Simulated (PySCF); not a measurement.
Species: C7H7ClOSi.
Bonds: O1–C2 (double), C2–Cl3, C2–C4, C4–C5 (aromatic), C5–C6 (aromatic), C6–C7 (aromatic), C7–Si8, C7–C9 (aromatic), C9–C10 (aromatic), C4–C10 (aromatic). Hydrogens: H11 on C5; H12 on C6; H13, H14, H15 on Si8; H16 on C9; H17 on C10.

Computed by this run: PBE0-D3(BJ)/def2-SVP geometry optimisation, gas phase (PySCF 2.14.0); density fitting, grid level 1; the optimiser is geomeTRIC in internal coordinates, started from a GFN2-xTB structure with every atom displaced at random (about 0.01 Å).

The end geometry, which sets the zero of energy:
```
atom  x, y, z in Å
O1      3.7442   -1.1543    0.5384
C2      3.1384   -0.1432    0.3958
Cl3     4.0198    1.4092    0.2877
C4      1.6630   -0.0319    0.2895
C5      0.9382   -1.2312    0.3543
C6     -0.4468   -1.2113    0.2685
C7     -1.1443   -0.0006    0.1184
Si8    -3.0255    0.0180    0.0067
C9     -0.4046    1.1888    0.0546
C10     0.9849    1.1804    0.1379
H11     1.4837   -2.1696    0.4718
H12    -0.9925   -2.1581    0.3206
H13    -3.4922    1.4327   -0.0863
H14    -3.4808   -0.7394   -1.1984
H15    -3.6190   -0.6278    1.2164
H16    -0.9194    2.1462   -0.0612
H17     1.5502    2.1119    0.0875
```

Question: These geometries come from the run, each turned onto the end geometry. Order them by energy, lowest first.
A.
```
atom  x, y, z in Å
O1      3.7444   -1.1341    0.6404
C2      3.1409   -0.1407    0.3975
Cl3     4.0284    1.3924    0.1621
C4      1.6645   -0.0345    0.2903
C5      0.9381   -1.2331    0.3454
C6     -0.4469   -1.2116    0.2558
C7     -1.1449    0.0004    0.1188
Si8    -3.0257    0.0180    0.0018
C9     -0.4070    1.1919    0.0762
C10     0.9827    1.1778    0.1586
H11     1.4824   -2.1728    0.4567
H12    -0.9928   -2.1590    0.2932
H13    -3.4934    1.4321   -0.0955
H14    -3.4774   -0.7422   -1.2030
H15    -3.6224   -0.6259    1.2109
H16    -0.9212    2.1513   -0.0251
H17     1.5475    2.1097    0.1182
```
B.
```
atom  x, y, z in Å
O1      3.6668   -1.1445    0.8080
C2      3.1387   -0.1461    0.4328
Cl3     4.0727    1.3488    0.2006
C4      1.6619   -0.0182    0.2511
C5      0.9406   -1.2194    0.2935
C6     -0.4422   -1.2007    0.2021
C7     -1.1403    0.0130    0.0903
Si8    -3.0240    0.0087    0.0330
C9     -0.4037    1.2031    0.0464
C10     0.9883    1.1943    0.1032
H11     1.4871   -2.1585    0.4116
H12    -0.9865   -2.1486    0.2395
H13    -3.5229    1.4120   -0.0311
H14    -3.5047   -0.7529   -1.1567
H15    -3.5655   -0.6588    1.2547
H16    -0.9212    2.1616   -0.0451
H17     1.5521    2.1261    0.0685
```
C.
```
atom  x, y, z in Å
O1      3.7678   -1.1743    0.5171
C2      3.1069   -0.1547    0.3853
Cl3     3.9630    1.3955    0.2963
C4      1.6925   -0.0298    0.2875
C5      0.9229   -1.2301    0.3394
C6     -0.4536   -1.1887    0.2623
C7     -1.1307    0.0071    0.1199
Si8    -3.0137    0.0195   -0.0020
C9     -0.3999    1.1915    0.0809
C10     0.9779    1.1746    0.1548
H11     1.4489   -2.1584    0.4711
H12    -0.9983   -2.1182    0.3184
H13    -3.5067    1.4087   -0.1381
H14    -3.4347   -0.7703   -1.1621
H15    -3.5695   -0.6081    1.2209
H16    -0.9122    2.1435   -0.0441
H17     1.5364    2.1123    0.0947
```
D.
```
atom  x, y, z in Å
O1      3.7410   -1.1378    0.6437
C2      3.1376   -0.1455    0.3962
Cl3     4.0534    1.3710    0.1683
C4      1.6610   -0.0284    0.2883
C5      0.9391   -1.2289    0.3442
C6     -0.4458   -1.2071    0.2549
C7     -1.1453    0.0044    0.1180
Si8    -3.0261    0.0140    0.0026
C9     -0.4112    1.1984    0.0747
C10     0.9785    1.1839    0.1568
H11     1.4849   -2.1678    0.4554
H12    -0.9910   -2.1549    0.2924
H13    -3.5000    1.4260   -0.0945
H14    -3.4759   -0.7485   -1.2014
H15    -3.6186   -0.6321    1.2126
H16    -0.9270    2.1571   -0.0264
H17     1.5425    2.1161    0.1162
```

Answer: A (0.004 eV), D (0.009 eV), B (0.036 eV), C (0.182 eV).

In the order of the answer:

| step | E above end (eV) | largest force (eV/Å) | rms force component (eV/Å) | rms distance from end (Å) | rms bond change (Å) | bond most changed (Å) |
| --- | --- | --- | --- | --- | --- | --- |
| 5 | 0.004 | 0.19 | 0.036 | 0.043 | 0.000 | C2–Cl3 -0.002 |
| 4 | 0.009 | 0.29 | 0.064 | 0.044 | 0.001 | C2–Cl3 -0.002 |
| 1 | 0.036 | 0.78 | 0.142 | 0.088 | 0.004 | C2–Cl3 -0.011 |
| 0 | 0.182 | 3.75 | 0.835 | 0.037 | 0.022 | C2–C4 -0.060 |

The cost below is that of the whole optimisation. The run took 4.0 min on one thread of an Arm Neoverse V2, no GPU, shared host with 96 logical CPUs at a one-minute load of 73, and the process peaked at 0.80 GiB of memory.
